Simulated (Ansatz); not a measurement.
FNa, triplet, at the geometry of the source list (a higher spin typed on purpose: for a closed-shell molecule this is an excited state); PBE0/3-21G run with Ansatz (a first-principles code).

The Ansatz input:
Ansatz 0.2 input:
```yaml
crystal:
  periodic: [false, false, false]
  atoms:
    - {symbol: Na, position_ang: [-0.46820000, -0.38610000, -0.63250000]}
    - {symbol: F, position_ang: [0.46820000, 0.38610000, 0.63250000]}
basis:
  gaussian:
    orbitals: 3-21G.json
    final_grid: {core_spheres: 10, valence_spheres: 20, degree: 41}
hamiltonian:
  xc: pbe0
magnetization: {spin_polarized: true, initial_magnetization: 2}
```
The basis file holds 3-21G in the JSON format of the Basis Set Exchange.

What the program printed (banner, timings and long lists left out):

```
Functional definition: PBE0
217 factors; integrals over basis functions are off by at most 2.3e-4 eV
mean field evaluation 1: about -7080.9921 eV, gradient 2.4e0 eV
mean field evaluation 2: about -7081.0431 eV, gradient 6.0e-1 eV
mean field evaluation 4: about -7081.0738 eV, gradient 5.9e-1 eV
mean field evaluation 8: about -7081.0764 eV, gradient 2.7e-3 eV
mean field evaluation 16: about -7081.0764 eV, gradient 1.4e-5 eV
mean field -7081.07635813 eV, -260.2247564355 hartree, gradient 7.4e-6 eV, S^2 2.000262; 1 other end points of the search recorded, 0 dependent functions left out
reference -7081.07638486 eV, -260.2247574176 hartree; 11, 9 occupied and 11, 13 virtual orbitals, 217 factors
Total energy: -7081.07638486 eV, -260.2247574176 hartree
```
